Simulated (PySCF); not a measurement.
CuOF + H₂O → CuO(OH) + HF

Level: PBE0 in the def2-TZVP basis family, all electrons, no relativity, computed in PySCF with density fitting; open shells unrestricted.

```csv
species,state and structure,E (Eh),ZPE (kJ/mol),H(298 K) − H(0) (kJ/mol),S° (J/(mol K))
CuOF,"triplet, C∞v, Cu–F 1.723 Å, Cu–O 1.681 Å; F–Cu–O 180.0°",-1815.17341,10.3,12.7,267.9
H₂O,"singlet, C2v, O–H 0.960 Å (×2); H–O–H 105.1°",-76.37736,56.5,9.9,188.7
CuO(OH),"triplet, Cs, Cu–O 1.706 Å, Cu–O 1.740 Å, O–H 0.960 Å; Cu–O–H 118.7°, O–Cu–O 178.6°",-1791.15143,37.2,14.3,286.7
HF,"singlet, C∞v, H–F 0.920 Å",-100.39188,24.9,8.7,173.6
```

Q: What is the electronic reaction energy?

A: At PBE0/def2-TZVP, ΔE = 19.6 kJ/mol from the differences of the total energies times 2625.5, uphill. 

Q: Add zero-point, thermal and entropy terms for 298.15 K and 1 bar.

A: ΔZPE = -4.7 and Δ[H(298) − H(0)] = 0.4 kJ/mol give ΔH° = 15.3 kJ/mol. ΔS° = 3.7 J/(mol K), so ΔG° = 15.3 − 298.15 × (0.0037) = 14 kJ/mol and log₁₀K = -2.5.

Open d or f shells are single determinants, so the state found may not be the ground state. Only the bonding shown was studied: isomers, or loss of a ligand pair, can lie lower.
